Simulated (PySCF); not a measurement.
Give a PBE0-D3(BJ)/def2-SVP geometry of `CN[SiH](O)O`.

```xyz
12
CH7NO2Si angstrom
C      1.8522    0.0430   -0.2943
N      0.5510    0.5594    0.0486
Si    -0.9343   -0.2876   -0.0124
O     -1.9590    0.3681   -1.1372
O     -1.8229   -0.1822    1.3932
H      2.2688    0.4969   -1.2119
H      2.5921    0.1872    0.5139
H      1.7865   -1.0406   -0.4775
H      0.5219    1.5657    0.1733
H     -0.5673   -1.6959   -0.3301
H     -2.8845    0.3826   -0.8753
H     -1.3658   -0.4239    2.2030
```

Any rigid rotation of these coordinates is as good. Atoms count from 1 in this order. Of the pairs four or more bonds apart, H8···H10 is among the closest relative to their van der Waals radii: 2.45 Å, 102 % of the sum of Bondi's values. N2 (silicon-bound nitrogen) is almost planar (angles 126.7°, 118.1° and 114.2°, sum 359.0°, 0.08 Å off the plane of its three neighbours). Si3 (oxygen-bound silicon) is distorted tetrahedral (angles from 102.6° to 113.7°). O4 (silanol oxygen) is bent (angle 114.6°).

Bonds between heavy atoms (Å): C1–N2 1.441, N2–Si3 1.711, Si3–O4 1.657, Si3–O5 1.666.

Theory: PBE0-D3(BJ)/def2-SVP geometry optimisation, gas phase in PySCF.

Stationary, but not proved a minimum. One conformer, not necessarily the lowest (C1–N2–Si3–O4 -115°, N2–Si3–O4–H -142°, N2–Si3–O5–H -53°).
